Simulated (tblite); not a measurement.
A geometry optimisation, step by step.

Compound: C8H11PS.
SMILES with atom numbers: `[S:1]=[P:2]1([CH:3]2[CH2:4][CH2:5]2)[CH:6]=[CH:7][CH2:8][CH:9]=[CH:10]1` (hydrogens: H11 on C3; H12, H13 on C4; H14, H15 on C5; H16 on C6; H17 on C7; H18, H19 on C8; H20 on C9; H21 on C10)

Computed with GFN2-xTB (tblite), gas phase: L-BFGS steps from a force-field or distance-geometry start until the largest atomic force falls under 0.01 eV/Å. 8 of its 140 geometries are shown.

Step 0: E = -772.6823 eV, largest atomic force 16.102 eV/Å
```
atom  x, y, z in Å  |  force x, y, z in eV/Å
S1      0.404   -0.187   -1.908    2.402  -0.250 -15.920
P2      0.162   -0.168   -0.219   -1.950  -0.059  14.220
C3      1.693   -0.166    0.754    0.299   0.410   0.356
C4      3.012   -0.443    0.085    0.731  -0.123   0.816
C5      2.607    0.976    0.322   -0.089   0.173  -0.403
C6     -0.897   -1.548    0.309    0.145   0.388   0.587
C7     -2.199   -1.333    0.164   -0.168  -1.097   0.610
C8     -2.772   -0.078   -0.372   -1.324  -0.159  -0.937
C9     -2.115    1.153    0.106   -0.228   1.277   0.326
C10    -0.806    1.290    0.246    0.201  -0.100   0.717
H11     1.603   -0.365    1.823    0.030   0.062  -0.240
H12     3.073   -0.848   -0.926   -0.190   0.220   0.361
H13     3.813   -0.793    0.775   -0.675  -0.031  -0.724
H14     2.324    1.533   -0.612    0.217  -0.336   1.187
H15     3.112    1.534    1.128   -0.325  -0.185  -0.784
H16    -0.478   -2.464    0.721   -0.090   0.234  -0.167
H17    -2.880   -2.138    0.473    0.047   0.417  -0.334
H18    -2.697   -0.158   -1.496    0.150   0.251   0.721
H19    -3.870    0.004   -0.184    0.675  -0.262   0.052
H20    -2.765    2.008    0.367    0.248  -0.518  -0.337
H21    -0.331    2.207    0.598   -0.107  -0.313  -0.105
```

Step 20: E = -774.4435 eV, largest atomic force 0.064 eV/Å
```
atom  x, y, z in Å  |  force x, y, z in eV/Å
S1      0.484   -0.246   -2.179    0.001   0.001  -0.050
P2      0.176   -0.179   -0.260    0.034   0.021   0.021
C3      1.675   -0.101    0.769    0.055   0.020   0.026
C4      2.986   -0.440    0.124    0.009  -0.020  -0.009
C5      2.630    0.987    0.349    0.026   0.004  -0.009
C6     -0.883   -1.509    0.345   -0.014   0.012  -0.010
C7     -2.192   -1.346    0.192    0.036  -0.023  -0.010
C8     -2.793   -0.088   -0.361   -0.026  -0.005   0.019
C9     -2.123    1.161    0.126    0.036   0.013  -0.025
C10    -0.805    1.241    0.266   -0.018   0.019  -0.029
H11     1.533   -0.303    1.823   -0.006   0.005   0.003
H12     2.956   -0.800   -0.896   -0.005  -0.022  -0.004
H13     3.752   -0.894    0.734   -0.020  -0.005   0.005
H14     2.357    1.565   -0.525    0.006   0.011   0.006
H15     3.150    1.555    1.106   -0.024  -0.031   0.031
H16    -0.439   -2.418    0.726    0.001   0.004  -0.017
H17    -2.883   -2.133    0.462   -0.023   0.005   0.006
H18    -2.677   -0.115   -1.454    0.031  -0.022   0.019
H19    -3.862   -0.054   -0.149   -0.044   0.005   0.025
H20    -2.760    2.006    0.349   -0.027  -0.024   0.025
H21    -0.291    2.128    0.607   -0.026   0.032  -0.023
```

Step 40: E = -774.4560 eV, largest atomic force 0.067 eV/Å
```
atom  x, y, z in Å  |  force x, y, z in eV/Å
S1      0.513   -0.220   -2.223   -0.009   0.028  -0.006
P2      0.174   -0.126   -0.309    0.067   0.001   0.003
C3      1.656   -0.066    0.751    0.036  -0.038   0.011
C4      2.966   -0.468    0.137   -0.019  -0.036   0.021
C5      2.682    0.971    0.381   -0.034   0.001  -0.002
C6     -0.852   -1.476    0.312    0.021   0.000  -0.001
C7     -2.168   -1.348    0.209    0.015  -0.011  -0.004
C8     -2.816   -0.107   -0.325   -0.020   0.000  -0.011
C9     -2.154    1.160    0.121    0.007  -0.002   0.048
C10    -0.836    1.282    0.198    0.009   0.006  -0.018
H11     1.478   -0.284    1.798   -0.006   0.022  -0.011
H12     2.944   -0.812   -0.890    0.005  -0.005   0.015
H13     3.685   -0.974    0.763   -0.001  -0.015  -0.011
H14     2.467    1.582   -0.485    0.017   0.040  -0.007
H15     3.203    1.486    1.175   -0.016   0.005  -0.013
H16    -0.374   -2.377    0.668    0.024  -0.010   0.009
H17    -2.829   -2.152    0.506   -0.021  -0.002  -0.005
H18    -2.722   -0.138   -1.419   -0.038  -0.040  -0.028
H19    -3.878   -0.096   -0.082   -0.026   0.014   0.016
H20    -2.807    1.982    0.380   -0.019   0.034  -0.028
H21    -0.342    2.199    0.487    0.008   0.006   0.023
```

Step 60: E = -774.4638 eV, largest atomic force 0.054 eV/Å
```
atom  x, y, z in Å  |  force x, y, z in eV/Å
S1      0.554   -0.098   -2.253    0.015  -0.006   0.025
P2      0.188   -0.071   -0.342    0.007  -0.006   0.001
C3      1.647   -0.036    0.752   -0.008  -0.006  -0.008
C4      2.948   -0.510    0.171   -0.003   0.001  -0.017
C5      2.731    0.944    0.401    0.022   0.012   0.003
C6     -0.812   -1.452    0.253    0.018   0.003   0.017
C7     -2.135   -1.355    0.204   -0.005   0.003   0.002
C8     -2.851   -0.131   -0.278    0.004   0.003  -0.005
C9     -2.181    1.159    0.087   -0.012  -0.001   0.020
C10    -0.864    1.308    0.156    0.015  -0.014   0.018
H11     1.432   -0.231    1.796    0.000   0.010   0.002
H12     2.928   -0.852   -0.855    0.013  -0.035  -0.011
H13     3.634   -1.046    0.810   -0.026  -0.017   0.001
H14     2.583    1.572   -0.467   -0.024  -0.002  -0.021
H15     3.259    1.425    1.210   -0.003   0.046   0.028
H16    -0.306   -2.349    0.581    0.015  -0.005  -0.011
H17    -2.758   -2.183    0.516   -0.019   0.000  -0.027
H18    -2.885   -0.184   -1.374   -0.014   0.007  -0.016
H19    -3.882   -0.131    0.078    0.003  -0.005   0.013
H20    -2.842    1.990    0.297   -0.002   0.007   0.011
H21    -0.394    2.248    0.411    0.002   0.003  -0.025
```

Step 79: E = -774.4733 eV, largest atomic force 0.058 eV/Å
```
atom  x, y, z in Å  |  force x, y, z in eV/Å
S1      0.700    0.004   -2.256   -0.023   0.005   0.025
P2      0.217    0.000   -0.370   -0.048  -0.019  -0.023
C3      1.630    0.036    0.781   -0.028   0.014  -0.027
C4      2.904   -0.564    0.259    0.019   0.014   0.006
C5      2.790    0.914    0.407    0.017  -0.020  -0.018
C6     -0.760   -1.428    0.139    0.007  -0.005   0.013
C7     -2.086   -1.375    0.133   -0.021   0.006  -0.015
C8     -2.894   -0.151   -0.166    0.012   0.002  -0.013
C9     -2.209    1.157    0.075   -0.009   0.005  -0.021
C10    -0.894    1.345    0.081    0.023   0.001  -0.001
H11     1.377   -0.084    1.828   -0.015   0.000   0.002
H12     2.881   -0.955   -0.750    0.014  -0.018   0.009
H13     3.527   -1.123    0.938    0.028  -0.006   0.050
H14     2.706    1.488   -0.505   -0.013   0.036  -0.005
H15     3.328    1.412    1.200    0.002  -0.004  -0.004
H16    -0.222   -2.343    0.356   -0.016   0.017  -0.049
H17    -2.664   -2.265    0.351    0.000   0.014   0.023
H18    -3.183   -0.188   -1.226    0.012   0.003   0.033
H19    -3.827   -0.180    0.406    0.034  -0.021  -0.004
H20    -2.877    1.992    0.248    0.021   0.006   0.008
H21    -0.453    2.324    0.227   -0.014  -0.029   0.011
```

Step 99: E = -774.4865 eV, largest atomic force 0.028 eV/Å
```
atom  x, y, z in Å  |  force x, y, z in eV/Å
S1      0.799    0.087   -2.322    0.015   0.020   0.009
P2      0.235    0.038   -0.463    0.011   0.002  -0.004
C3      1.591    0.111    0.759    0.005  -0.002   0.009
C4      2.866   -0.602    0.409   -0.024  -0.007   0.003
C5      2.823    0.886    0.384   -0.022  -0.009   0.009
C6     -0.727   -1.427   -0.053   -0.006  -0.003   0.015
C7     -2.051   -1.389    0.041   -0.006  -0.003   0.006
C8     -2.906   -0.164   -0.022    0.000  -0.016  -0.008
C9     -2.212    1.153    0.092    0.020  -0.011  -0.005
C10    -0.903    1.355   -0.001    0.005   0.016  -0.010
H11     1.265    0.119    1.793   -0.017  -0.002  -0.008
H12     2.905   -1.111   -0.544   -0.003  -0.009  -0.017
H13     3.400   -1.103    1.203    0.010   0.004  -0.009
H14     2.835    1.367   -0.585   -0.006  -0.014   0.016
H15     3.328    1.437    1.164   -0.002   0.019  -0.014
H16    -0.181   -2.363   -0.021   -0.022   0.018  -0.002
H17    -2.604   -2.311    0.184    0.008   0.015   0.004
H18    -3.453   -0.180   -0.975    0.009  -0.002   0.017
H19    -3.670   -0.225    0.761    0.004  -0.020  -0.005
H20    -2.873    1.992    0.277    0.016  -0.007   0.003
H21    -0.477    2.348    0.073    0.006   0.010  -0.009
```

Step 119: E = -774.4885 eV, largest atomic force 0.011 eV/Å
```
atom  x, y, z in Å  |  force x, y, z in eV/Å
S1      0.851    0.137   -2.335   -0.005  -0.007  -0.001
P2      0.243    0.056   -0.491    0.002  -0.007   0.004
C3      1.572    0.120    0.758   -0.004   0.004   0.003
C4      2.841   -0.617    0.435    0.004   0.005  -0.002
C5      2.820    0.872    0.391   -0.001  -0.003   0.001
C6     -0.714   -1.418   -0.097    0.007   0.003  -0.001
C7     -2.034   -1.389    0.034    0.002  -0.004  -0.002
C8     -2.899   -0.172    0.013    0.002  -0.005   0.001
C9     -2.209    1.150    0.091   -0.005   0.002   0.001
C10    -0.906    1.366   -0.037   -0.001  -0.005   0.001
H11     1.226    0.143    1.785   -0.003   0.002  -0.003
H12     2.886   -1.139   -0.512   -0.003   0.004  -0.005
H13     3.360   -1.114    1.240    0.002  -0.004   0.003
H14     2.847    1.337   -0.585   -0.001  -0.002   0.007
H15     3.324    1.431    1.165    0.001  -0.001   0.000
H16    -0.164   -2.352   -0.091   -0.006   0.007  -0.005
H17    -2.575   -2.317    0.182   -0.009  -0.003  -0.001
H18    -3.492   -0.190   -0.912    0.003  -0.006   0.007
H19    -3.624   -0.241    0.831    0.010   0.001  -0.003
H20    -2.873    1.987    0.281   -0.001   0.008  -0.007
H21    -0.490    2.365    0.008    0.004   0.010   0.002
```

Step 139: E = -774.4893 eV, largest atomic force 0.009 eV/Å
```
atom  x, y, z in Å  |  force x, y, z in eV/Å
S1      0.888    0.168   -2.346    0.006  -0.001  -0.006
P2      0.250    0.077   -0.513   -0.004   0.002  -0.005
C3      1.558    0.140    0.760    0.002   0.000   0.000
C4      2.814   -0.630    0.466    0.002   0.002   0.000
C5      2.828    0.858    0.407   -0.002   0.003   0.001
C6     -0.699   -1.408   -0.148   -0.005   0.002   0.002
C7     -2.016   -1.391    0.013    0.000   0.000   0.000
C8     -2.889   -0.181    0.062    0.003   0.003   0.005
C9     -2.213    1.150    0.078    0.001   0.001  -0.006
C10    -0.914    1.379   -0.077   -0.003   0.000   0.000
H11     1.193    0.183    1.780   -0.002  -0.003   0.001
H12     2.861   -1.161   -0.475    0.003  -0.002   0.002
H13     3.308   -1.132    1.285   -0.001  -0.001  -0.003
H14     2.883    1.312   -0.574   -0.001   0.003   0.001
H15     3.331    1.413    1.184    0.003   0.001   0.001
H16    -0.147   -2.339   -0.195    0.000  -0.002   0.001
H17    -2.549   -2.327    0.139   -0.003  -0.001  -0.002
H18    -3.564   -0.211   -0.804    0.005  -0.001   0.007
H19    -3.537   -0.254    0.944   -0.003   0.001   0.000
H20    -2.884    1.985    0.247    0.002  -0.001   0.000
H21    -0.514    2.386   -0.077    0.000  -0.005   0.002
```

**Question.** Summarise the path.

**Answer.** The energy falls by 1.8070 eV from step 0 to step 139; nine tenths of that is first reached at step 4. It falls at every step. The largest force goes from 16.102 to 0.009 eV/Å. Among the bonds S1=P2 changes most, from 1.707 to 1.943 Å; the atoms move by 0.621 Å rms after alignment.

The cost below is that of the whole relaxation. The run took 1.7 s of wall time on Arm Neoverse V1, one thread, on a shared host.
